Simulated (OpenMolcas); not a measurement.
A run on Co3+ with 6 ligands (chloride) in octahedral coordination (Oh) at 2.25 Å. A charge of +0.5 e stands 2.4 Å behind each ligand. Ligand basis ANO-RCC-VDZP.

```yaml
Program: OpenMolcas
Method: "SS-CASPT2, IPEA 0.25 Eh, imaginary shift 0.1 Eh (closed shells correlated: 3s 3p and the ligand valence shells)"
Basis: ANO-RCC-VTZP [6s5p3d2f1g]
Scalar_Hamiltonian: DKH2, point nucleus
Active_space: 6 electrons in 5 orbitals (3d)
State_averaging: 2S+1 = 5 even, 5 roots; 2S+1 = 3 even, 45 roots; 2S+1 = 1 even, 50 roots
Spin-orbit_coupling: RASSI with atomic mean-field integrals over the reference wave functions
```

First CASPT2 step and the start of its output:

```
&CASPT2
Multistate=5 1 2 3 4 5
NoMult
Frozen=17 18
IPEA=0.25
Imaginary=0.1
MaxIter=60
WThr=0.0 0.3 0.05
PrWF=0.5
NoMix
```

```
--- CASPT2 ---
Orbital specifications:
      -----------------------

      Symmetry species                           1   2
                                                ag  au
      Frozen orbitals                           17  18
      Inactive orbitals                         13  15
      Active orbitals                            5   0
      Secondary orbitals                        49  50
      Deleted orbitals                           0   0
      Number of basis functions                 84  83
Type of calculation                        SS-CASPT2
      Fock operator                              state-specific
      IPEA shift                                 0.25
      Real shift                                 0.00
      Imaginary shift                            0.10
      The input orbitals will be transformed to quasi-canonical
Reference energy:       -4158.4795303694
      E2 (Non-variational):      -1.5309694374
      Shift correction:          -0.0029873562
      E2 (Variational):          -1.5339567936
      Total energy:           -4160.0134871629
      Residual norm:              0.0000008726
      Reference weight:           0.64845
      Contributions to the CASPT2 correlation energy
      Active & Virtual Only:         -0.1184874952
      One Inactive Excited:          -0.3118876198
      Two Inactive Excited:          -1.1005943224
Reference energy:       -4158.4795303691
      E2 (Non-variational):      -1.5309694179
      Shift correction:          -0.0029873536
      E2 (Variational):          -1.5339567715
      Total energy:           -4160.0134871406
      Residual norm:              0.0000008728
      Reference weight:           0.64845
      Contributions to the CASPT2 correlation energy
      Active & Virtual Only:         -0.1184874453
...
```

Over all roots the printed reference weights run from 0.08 to 0.65, and roots that are degenerate in the reference spread by up to 180000 cm-1.

**Question.** Did the run give usable levels, and if not, why?

**Answer.** No. The equations converged, but the reference weight falls to 0.08 for at least one root against 0.65 for the best. A drop of that size marks an intruder state, so the energies of such roots and the levels built on them can't be trusted.
